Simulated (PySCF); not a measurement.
# Static response to an electric field

Compound: C7H7N.
Geometry (GFN2-xTB, Å), atoms numbered from 1 in this order:
```
atom  x, y, z in Å
C1     4.057    0.190   -0.130
C2     3.028   -0.362   -0.389
C3     1.763   -1.009   -0.691
C4     0.648   -0.198   -0.237
C5    -0.242    0.508    0.163
C6    -1.325    1.305    0.617
N7    -2.562    1.082    0.500
C8    -3.054   -0.088   -0.157
H9     4.966    0.663    0.091
H10    1.681   -1.167   -1.772
H11    1.724   -1.986   -0.194
H12   -1.041    2.220    1.131
H13   -3.661   -0.645    0.559
H14   -3.715    0.236   -0.963
H15   -2.271   -0.741   -0.562
```

Level: PBE0/def2-SVPD (PySCF), static field, nuclei fixed, core orbitals frozen in the response. The polarisability tensor in these axes (au):

```
x   136.47  -3.99  -3.54
y    -3.99  75.49   9.70
z    -3.54   9.70  63.06
```

Task: Give the principal values, the mean and the anisotropy Δα = √{½[(α1 − α2)² + (α2 − α3)² + (α1 − α3)²]}.

Result: Principal values 57.74, 80.32 and 136.97 au; mean 91.68 au = 13.59 Å³ = 15.12 × 10⁻⁴⁰ C²·m²/J; Δα = 70.70 au (77 % of the mean).

Task: What is the dipole moment, and where does it point?

Result: (1.36, -1.66, -0.91) D, 2.33 D in size, pointing from the negative to the positive side. Measured along this direction, the outermost atoms are H12 at the negative end and H10, H11 and H9 at the positive end.

Task: What would n − 1 = 2πNα be for an ideal gas of these molecules at 400 K and 1 atm, electronic part alone?

Result: N = p/kT = 1.8347 × 10¹⁹ cm⁻³, so n − 1 = 2π × N × 13.59 × 10⁻²⁴ cm³ = 1566 × 10⁻⁶ at long wavelengths.

Task: Form Σ f/ω² (atomic units) for the 6 lowest TDDFT singlets, given as eV and f, and set it beside the mean polarisability, which is this sum over all singlets: 4.38, 0.0028; 5.22, 0.0001; 5.65, 0.2641; 6.30, 0.0149; 6.31, 0.0008; 6.38, 0.0011.

Result: They add up to 6.56 au, 7.2 % of the 91.68 au; the largest single term is 6.13 au, from the state at 5.65 eV. Terms in order: 0.11, 0.00, 6.13, 0.28, 0.01, 0.02 au. Higher excitations give the rest. The strengths listed sum to 0.284.

Task: What are the principal values of the traceless quadrupole moment, Θ = ½Σq(3rr − r²1), about the centre of nuclear charge?

Result: -6.88, -2.03, 8.90 D·Å. The values depend on the origin, since the dipole doesn't vanish. The electronic extent ⟨r²⟩ about the same centre is 1541 bohr², a root-mean-square distance of 2.78 Å for the 56 electrons.

Task: What depolarisation ratio follows for Rayleigh scattering of linearly polarised light, taking the static tensor?

Result: ρ = 3Δα²/(45ᾱ² + 4Δα²) = 14996.8/(378202 + 19995.8) = 0.0377.

Task: Find the Langevin capture rate constant for O2+ (31.990 u) meeting this molecule (105.058 u), k = 2.342 × 10⁻⁹ cm³/s × √(α in Å³ / reduced mass in u).

Result: The reduced mass is 24.52 u, so k = 1.74 × 10⁻⁹ cm³/s. The formula leaves out the permanent dipole, which adds to the capture rate.

Isolated species at its GFN2-xTB geometry, gas phase.

These values come from a run that also computed excited states. Time: 57 s of wall time; peak memory 0.88 GiB. Hardware: an Arm Neoverse N1 with one thread, on a shared host.
